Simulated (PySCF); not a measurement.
**From a computed spectrum to the compound**

A species of 5 atoms with charge -1 has these harmonic modes (PBE0, small Gaussian bases with core potentials, PySCF 2.14.0):

```
cm⁻¹  km/mol  symmetry
  67     0.0         e
  67     0.0         e
  78    11.6        t2
  78    11.6        t2
  78    11.6        t2
 286     0.0        a1
 302    92.4        t2
 302    92.4        t2
 302    92.4        t2
```

(1) Which species is it, and in which structure?

## Answers

(1) [PrCl4]− (singlet in the valence; each metal's 4f electrons, 2 of them, lie in its core potential, out of spins and levels):
```xyz
5

Pr    0.0000    0.0000    0.0000
Cl    1.5189    1.5189    1.5189
Cl   -1.5189   -1.5189    1.5189
Cl    1.5189   -1.5189   -1.5189
Cl   -1.5189    1.5189   -1.5189
```
Ideal gas at 298.15 K and 1 bar: S = 405.8 J/(mol K), Cp = 102.5 J/(mol K), H − H(0 K) = 24.7 kJ/mol (rigid rotor, harmonic modes, spin degeneracy alone, that of the 4f electrons in the core included). An lcecp potential fixes the number of 4f electrons, so in runs with it no electron can move into or out of that shell.
 This is one of several that fit.
